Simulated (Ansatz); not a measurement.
A first, cheap relaxation of `C[SiH2][SiH2]N`.

```yaml
crystal:
  periodic: [false, false, false]
  atoms:
    - {symbol: C, position_ang: [-0.312900, 2.113800, -0.556700]}
    - {symbol: Si, position_ang: [-0.968200, 0.539500, 0.093300]}
    - {symbol: Si, position_ang: [0.781100, -0.936600, 0.202600]}
    - {symbol: N, position_ang: [0.472000, -2.478800, 0.775600]}
    - {symbol: H, position_ang: [0.403600, 2.591100, 0.064000]}
    - {symbol: H, position_ang: [-1.182400, 2.894200, -0.648200]}
    - {symbol: H, position_ang: [0.100800, 2.047400, -1.562400]}
    - {symbol: H, position_ang: [-1.540600, 0.764600, 1.427900]}
    - {symbol: H, position_ang: [-2.009700, 0.008600, -0.766800]}
    - {symbol: H, position_ang: [1.399400, -1.161400, -1.101500]}
    - {symbol: H, position_ang: [1.866900, -0.435900, 1.136400]}
    - {symbol: H, position_ang: [1.258100, -3.050100, 0.865500]}
    - {symbol: H, position_ang: [-0.247800, -2.931000, 0.085100]}
basis:
  gaussian: {orbitals: def2-SVP}
hamiltonian: {xc: pbe, dispersion: d4}
relax: {f_tol: 0.03, max_steps: 200}
```

```sh
$ ansatz run in.yaml --threads 4 --pin off --events-out ev --progress --plain --max-ram 10444MiB
```

Output, abridged:

```
Functional definition: PBE
mean field -18410.00478098 eV, -676.5551969518 hartree, gradient 4.1e-5 eV, S^2 0.000000; 0 other end points of the search recorded, 0 dependent functions left out
relax step   1: F+E_penalty+E_count = -18410.26892704 eV  Δ(F+E_penalty+E_count) = +0.000e0 eV  max|allowed force component| = 4.645e0 eV/Å  Δτ_max = 0.0000 Å  (26 SCF iters, accepted)
mean field -18410.65648723 eV, -676.5791467144 hartree, gradient 1.0e-5 eV, S^2 0.000000; 0 other end points of the search recorded, 0 dependent functions left out
relax step   2: F+E_penalty+E_count = -18410.91755699 eV  Δ(F+E_penalty+E_count) = -6.486e-1 eV  max|allowed force component| = 1.015e0 eV/Å  Δτ_max = 0.1912 Å  (27 SCF iters, accepted)
mean field -18410.73915042 eV, -676.5821845307 hartree, gradient 8.4e-6 eV, S^2 0.000000; 0 other end points of the search recorded, 0 dependent functions left out
relax step   3: F+E_penalty+E_count = -18410.99892546 eV  Δ(F+E_penalty+E_count) = -8.137e-2 eV  max|allowed force component| = 1.988e-1 eV/Å  Δτ_max = 0.1253 Å  (27 SCF iters, accepted)
mean field -18410.73651776 eV, -676.5820877821 hartree, gradient 2.5e-5 eV, S^2 0.000000; 0 other end points of the search recorded, 0 dependent functions left out
relax step   4: F+E_penalty+E_count = -18410.99627250 eV  Δ(F+E_penalty+E_count) = +2.653e-3 eV  max|allowed force component| = 2.461e-1 eV/Å  Δτ_max = 0.0634 Å  (27 SCF iters, rejected (line search))
mean field -18410.74662622 eV, -676.5824592614 hartree, gradient 2.4e-5 eV, S^2 0.000000; 0 other end points of the search recorded, 0 dependent functions left out
relax step   5: F+E_penalty+E_count = -18411.00609303 eV  Δ(F+E_penalty+E_count) = -7.168e-3 eV  max|allowed force component| = 9.896e-2 eV/Å  Δτ_max = 0.0308 Å  (28 SCF iters, accepted)
mean field -18410.74916273 eV, -676.5825524763 hartree, gradient 2.5e-5 eV, S^2 0.000000; 0 other end points of the search recorded, 0 dependent functions left out
relax step   6: F+E_penalty+E_count = -18411.00857586 eV  Δ(F+E_penalty+E_count) = -2.483e-3 eV  max|allowed force component| = 7.278e-2 eV/Å  Δτ_max = 0.0529 Å  (27 SCF iters, accepted)
mean field -18410.75017144 eV, -676.5825895457 hartree, gradient 2.3e-5 eV, S^2 0.000000; 0 other end points of the search recorded, 0 dependent functions left out
relax step   7: F+E_penalty+E_count = -18411.00956360 eV  Δ(F+E_penalty+E_count) = -9.877e-4 eV  max|allowed force component| = 2.634e-2 eV/Å  Δτ_max = 0.0362 Å  (27 SCF iters, accepted)
mean field -18410.75017144 eV, -676.5825895457 hartree, gradient 2.2e-5 eV, S^2 0.000000; 1 other end points of the search recorded, 0 dependent functions left out
Total energy: -18411.00960623 eV, -676.5921235985 hartree
Atom 0 at    -0.382739     2.208020    -0.603699 Å, force     0.000291    -0.008332     0.000540 eV/Å
Atom 1 at    -0.894205     0.519997     0.100300 Å, force    -0.001212     0.007600     0.003759 eV/Å
Atom 2 at     0.938447    -0.954691     0.175360 Å, force     0.000608     0.026338    -0.012486 eV/Å
Atom 3 at     0.379115    -2.519412     0.735989 Å, force    -0.013487    -0.005525    -0.000875 eV/Å
Atom 4 at     0.373404     2.689050     0.049048 Å, force    -0.000138     0.001606    -0.002169 eV/Å
Atom 5 at    -1.255881     2.886899    -0.678540 Å, force    -0.001308     0.001516     0.004435 eV/Å
Atom 6 at     0.057313     2.097788    -1.615219 Å, force    -0.002420    -0.005720    -0.000279 eV/Å
Atom 7 at    -1.473270     0.685715     1.483021 Å, force    -0.004074     0.001717     0.004036 eV/Å
Atom 8 at    -1.976249    -0.090693    -0.760135 Å, force     0.001680    -0.003226    -0.004921 eV/Å
Atom 9 at     1.617477    -0.915414    -1.185536 Å, force     0.006540    -0.005226     0.002226 eV/Å
Atom 10 at     1.969920    -0.464764     1.160378 Å, force     0.006467    -0.006082     0.001978 eV/Å
Atom 11 at     1.083608    -3.242251     0.910867 Å, force     0.001306    -0.007723     0.001328 eV/Å
Atom 12 at    -0.416640    -2.934843     0.242965 Å, force     0.005744     0.003057     0.002428 eV/Å
Dipole moment:     0.025505    -0.143612    -0.130771 e Å
```

Hardware: 4 threads of an Arm Neoverse V2 on a shared host. Wall time 7.5 s, peak host memory 0.15 GiB.
